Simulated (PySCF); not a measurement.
C4F5 (SMILES F[C]=C(F)C(F)=C(F)F), doublet, geometry from GFN2-xTB. Base run: PBE/STO-3G run with PySCF.

Here is a job for PySCF.
```python
from pyscf import gto, scf, dft

mol = gto.M(
    atom='''
F     2.564853    0.598062   -1.460759
C     1.420830    0.475698   -0.855755
C     0.819680   -0.515782   -0.238937
F     1.398897   -1.744469   -0.129173
C    -0.497094   -0.431618    0.384888
F    -0.941407   -1.550402    0.965212
C    -1.261903    0.664850    0.409497
F    -2.450535    0.758715    0.966846
F    -0.892816    1.809328   -0.141922
''',
    basis='sto-3g',
    charge=0,
    spin=1,
    verbose=4,
)

mf = dft.UKS(mol)
mf.xc = 'pbe'
mf.kernel()
```

The base run was repeated with changes; each row names its change, and settings that it needs were set with it.

```
change                                           ΔE vs base (mEh)  fitting functions  dipole (D)
-----------------------------------------------  ----------------  -----------------  ----------
base                                                        0.000                  -        0.50
auxbasis = def2-universal-jkfit                            -3.376                685        0.50
auxbasis = cc-pvtz-jkfit                                   -0.853                711        0.50
auxbasis = even-tempered beta=1.6                          -1.620                630        0.50
auxbasis = even-tempered beta=3.0                         -13.369                297        0.50
auxbasis = autoaux                                         -2.024                594        0.50
auxbasis = def2-tzvp-ri                                    -2.688                684        0.50
auxbasis = default (with mf = mf.density_fit())            -3.376                685        0.50
auxbasis = def2-svp-ri                                    -40.027                432        0.50
auxbasis = cc-pvdz-jkfit                                   -0.951                630        0.50
```

A fitting set is made for a task (jfit for Coulomb, jkfit for Coulomb and exchange, ri for correlation) and for a family of orbital bases.

Open shells are given as the SCF converged; they aren't shown to be the lowest states, and a large step between rows can be another state.
